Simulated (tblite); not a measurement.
Species: C5H13NSi3.
Cartesian coordinates in Å at the GFN2-xTB level; atoms count from 1:
```xyz
22
C5H13NSi3 angstrom
C      2.2365   -1.0462    0.8112
C      1.4760    0.2550    0.5476
Si     1.8514    0.9210   -1.2005
Si    -0.3745    0.0241    0.9274
C     -1.5121    1.5057    0.4881
Si    -2.3870    0.5474   -0.9186
C     -1.3040   -0.9874   -0.4436
C     -2.0404   -2.0812    0.0583
N     -2.6531   -2.9483    0.4954
H      3.3065   -0.9119    0.6587
H      2.0817   -1.3893    1.8333
H      1.8994   -1.8350    0.1416
H      1.8440    1.0028    1.2571
H      3.2989    1.1170   -1.3262
H      1.1656    2.1986   -1.4081
H      1.4179   -0.0431   -2.2163
H     -0.5717   -0.5197    2.2780
H     -1.0000    2.4117    0.1776
H     -2.1779    1.7891    1.2984
H     -3.8210    0.3395   -0.7375
H     -2.0808    1.0129   -2.2724
H     -0.6660   -1.3432   -1.2520
```

Level: GFN2-xTB in tblite, geometry and Hessian alike; calculated harmonic values, unscaled, isolated species. Against measured fundamentals such values can be off by several per cent, at times by over 20. Modes of hydrogen on silicon can be 10 to 20 % off. One conformer, not necessarily the lowest.

Harmonic wavenumbers (cm⁻¹): 26.4, 34.1, 78.8, 108.1, 126.0, 137.9, 166.1, 216.8, 234.7, 252.2, 311.2, 350.5, 423.0, 438.2, 459.6, 499.1, 511.6, 543.3, 557.5, 585.2, 603.4, 623.5, 690.3, 693.8, 707.5, 711.6, 753.5, 773.8, 777.2, 793.8, 800.2, 813.7, 928.1, 964.6, 988.6, 1049.0, 1067.3, 1075.4, 1085.5, 1149.7, 1168.3, 1267.5, 1426.6, 1457.7, 1510.7, 1516.6, 2217.3, 2235.1, 2243.0, 2249.0, 2256.7, 2293.6, 2373.3, 2918.8, 2967.6, 3002.8, 3010.2, 3014.6, 3023.1, 3025.7.

A = 1346, B = 701.3, C = 570.2 MHz; mass 171.036 u (most abundant isotopes); point group C1, symmetry number 1.

Q: What is the zero-point energy?

A: Half the sum of the wavenumbers: 34144 cm⁻¹ = 408.46 kJ/mol.

Q: Give the ideal-gas entropy at 200 K and 1 bar in the rigid-rotor, harmonic-oscillator model (classical rotation).

A: Translation 164.68, rotation 123.76, vibration 124.63: S = 413.1 J/(mol K).

Q: And Cp and H(200 K) − H(0)?

A: Cp = 161.81 J/(mol K), of which vibrations give 128.56 (their classical limit is 60 R = 498.9); H(200 K) − H(0) = 19.60 kJ/mol without the zero-point energy, 12.95 from vibrations.

Q: What must be added to the electronic energy to get the Gibbs energy at 200 K and 1 bar?

A: ZPE + [H(200 K) − H(0)] − T·S = 408.46 + 19.60 − 82.61 = 345.45 kJ/mol.

Q: Which modes carry the vibrational entropy at 200 K?

A: 26.4 cm⁻¹: 22.14; 34.1 cm⁻¹: 20.02; 78.8 cm⁻¹: 13.14; 108.1 cm⁻¹: 10.61; 126.0 cm⁻¹: 9.41; 137.9 cm⁻¹: 8.71 J/(mol K); the other 54 give 40.59 together.

Q: Blend soft modes into free rotors: weight 1/[1 + (100 cm⁻¹/ν̃)⁴] for the oscillator and the rest for a rotor with moment μB/(μ + B), μ = h/(8π²ν), B = 10⁻⁴⁴ kg m². What vibrational entropy results?

A: 111.91 J/(mol K) in place of 124.63, which changes −T·S at 200 K by +2.54 kJ/mol.

Hindered rotation and anharmonicity are outside this model. Other conformers, if any are populated, would add a mixing term that is left out. The structure is chiral; the term R ln 2 for an equal mix with its mirror image is left out.
